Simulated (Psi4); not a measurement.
isopropylamine (C₃H₉N), singlet, at a GFN2-xTB geometry, with bond 9-3 at 1.6 times its length; B3LYP/6-31G* (Psi4).

Psi4 was given this input:
```
memory 2 GB

molecule mol {
0 1
  C    -0.550747    1.208348    0.557764
  C    -0.020673    0.106768   -0.356475
  C     1.417966   -0.252719    0.005990
  N    -0.851409   -1.078139   -0.182948
  H     0.077072    2.092907    0.490693
  H    -0.559445    0.854269    1.584957
  H    -1.566069    1.481641    0.278042
  H    -0.035839    0.480381   -1.399895
  H     2.031909   -1.476709   -1.068942
  H     1.450773   -0.637602    1.021550
  H     2.057879    0.622864   -0.064471
  H    -0.530063   -1.829027   -0.784158
  H    -1.815395   -0.875126   -0.423915
}

set basis 6-31g*
set reference rks
set dft_radial_points 35

energy('b3lyp')
print_variables()
```

The log (banner, timings and long lists left out):

```
   => Loading Basis Set <=

    Name: 6-31G*
    Role: ORBITAL
    Keyword: BASIS

         ---------------------------------------------------------
                                   SCF
               by Justin Turney, Rob Parrish, Andy Simmonett
                          and Daniel G. A. Smith
                              RKS Reference
         ---------------------------------------------------------

  ==> Geometry <==

    Molecular point group: c1
    Full point group: C1

    Geometry (in Angstrom), charge = 0, multiplicity = 1:

       Center              X                  Y                   Z               Mass
    ------------   -----------------  -----------------  -----------------  -----------------
         C           -0.539840637168     1.235929136993     0.565271434598    12.000000000000
         C           -0.009766637168     0.134349136993    -0.348967565402    12.000000000000
         C            1.428872362832    -0.225137863007     0.013497434598    12.000000000000
         N           -0.840502637168    -1.050557863007    -0.175440565402    14.003074004430
         H            0.087978362832     2.120488136993     0.498200434598     1.007825032230
         H           -0.548538637168     0.881850136993     1.592464434598     1.007825032230
         H           -1.555162637168     1.509222136993     0.285549434598     1.007825032230
         H           -0.024932637168     0.507962136993    -1.392387565402     1.007825032230
         H            2.042815362832    -1.449127863007    -1.061434565402     1.007825032230
         H            1.461679362832    -0.610020863007     1.029057434598     1.007825032230
         H            2.068785362832     0.650445136993    -0.056963565402     1.007825032230
         H           -0.519156637168    -1.801445863007    -0.776650565402     1.007825032230
         H           -1.804488637168    -0.847544863007    -0.416407565402     1.007825032230

  Running in c1 symmetry.

  Rotational constants: A =      0.28087  B =      0.25645  C =      0.15342 [cm^-1]
  Rotational constants: A =   8420.15781  B =   7688.14433  C =   4599.29473 [MHz]
  Nuclear repulsion =  134.172418148613048

  Charge       = 0
  Multiplicity = 1
  Electrons    = 34
  Nalpha       = 17
  Nbeta        = 17

  ==> Algorithm <==

  SCF Algorithm Type is DF.
  DIIS enabled.
  MOM disabled.
  Fractional occupation disabled.
  Guess Type is SAD.
  Energy threshold   = 1.00e-06
  Density threshold  = 1.00e-06
[...]
   @DF-RKS iter   4:  -174.39706164920972   -1.12503e-03   6.73803e-04 DIIS/ADIIS
   @DF-RKS iter   5:  -174.39838623596668   -1.32459e-03   1.01704e-04 DIIS/ADIIS
   @DF-RKS iter   6:  -174.39841459420651   -2.83582e-05   3.18467e-05 DIIS
   @DF-RKS iter   7:  -174.39841768341995   -3.08921e-06   1.12508e-05 DIIS
   @DF-RKS iter   8:  -174.39841809532291   -4.11903e-07   1.86497e-06 DIIS
   @DF-RKS iter   9:  -174.39841810677220   -1.14493e-08   5.22544e-07 DIIS
  Energy and wave function converged.

  ==> Post-Iterations <==

   Electrons on quadrature grid:
      Ntotal   =   34.0000263592 ; deviation = 2.636e-05

    Orbital Energies [Eh]
    ---------------------

    Doubly Occupied:

[...]
    Virtual:

[...]
      78A      4.516889

    Final Occupation by Irrep:
              A
    DOCC [    17 ]
    NA   [    17 ]
    NB   [    17 ]

  @DF-RKS Final Energy:  -174.39841810677220

   => Energetics <=

    Nuclear Repulsion Energy =            134.1724181486130476
    One-Electron Energy =                -499.4255295786862234
    Two-Electron Energy =                 212.2608376555211862
    DFT Exchange-Correlation Energy =     -21.4061443322201796
    Empirical Dispersion Energy =           0.0000000000000000
    VV10 Nonlocal Energy =                  0.0000000000000000
    Total Energy =                       -174.3984181067721977

Computation Completed

Properties will be evaluated at   0.000000,   0.000000,   0.000000 [a0]

Properties computed using the SCF density matrix

 Multipole Moments:

 ------------------------------------------------------------------------------------
     Multipole            Electronic (a.u.)      Nuclear  (a.u.)        Total (a.u.)
 ------------------------------------------------------------------------------------

 L = 1.  Multiply by 2.5417464519 to convert [e a0] to [Debye]
 Dipole X            :         -1.4195493            1.1358224           -0.2837269
 Dipole Y            :         -0.5395756            0.9047360            0.3651604
 Dipole Z            :          0.0009277           -0.2793927           -0.2784649
 Magnitude           :                                                    0.5398016

 ------------------------------------------------------------------------------------

  Variable Map:
  ----------------------------------------------------------------------------
[...]
  Array Variable Map:
  ----------------------------------------------------------------------------
[...]
[...]
```
